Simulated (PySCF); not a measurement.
Species: pivaloyl chloride, C5H9ClO.
SMILES: `CC(C)(C)C(=O)Cl`

Linear response at CAM-B3LYP/def2-SVPD (PySCF, frozen core in the response, non-relativistic). Geometry: PBE0-D3(BJ)/def2-SVP; no solvent, vibrations or thermal averaging.

Static isotropic polarisability: 77.72 au (11.52 Å³), principal values 68.3, 76.7, 88.1 au.

Task: What is the polarisability at 1064 nm and at the sodium D line?

Result: 78.27 au at 1064 nm (+0.7 %), 79.54 au at 589.3 nm (+2.3 %). The rise at 589.3 nm is 3.34 times that at 1064 nm; a pure ω² law gives 3.26. The lowest singlet lies at 242 nm, shorter than both wavelengths.

Task: What is the isotropic C6 coefficient between two such molecules, C6 = (3/π)∫α(iω)² dω?

Result: 2664 au (Eh·bohr⁶) by a ten-point quadrature over imaginary frequencies, which is 1590 eV·Å⁶ or 154 J·nm⁶/mol.

Task: Which effective excitation energy ω̄ makes London's formula C6 = (3/4)α²ω̄ exact here?

Result: ω̄ = 4·C6/(3α²) = 0.588 Eh = 16.0 eV. A one-pole form α(ω) = α/(1 − ω²/ω̄²) fitted to the 1064 nm value gives 14.0 eV.

Task: What molar refraction at the D line follows from R = (4π/3)·N_A·α′, with α′ the polarisability volume?

Result: α′ = 11.79 Å³ gives R = 29.73 cm³/mol, for isolated, non-vibrating species.

Task: How anisotropic is the static polarisability, by Δα² = ½[(α1 − α2)² + (α2 − α3)² + (α3 − α1)²]?

Result: Δα = 17.2 au, or 0.22 of the isotropic value.

Task: How many electrons N does the Slater–Kirkwood formula C6 = (3/4)·√N·α^(3/2) need to give this C6?

Result: N = (4·C6/3)²/α³ = 26.9; the species has 64 electrons in all.

Shape of the structure used: `[CH3:1][C:2]([CH3:3])([CH3:4])[C:5](=[O:6])[Cl:7]`: C1–C2–C5–O6 2°.
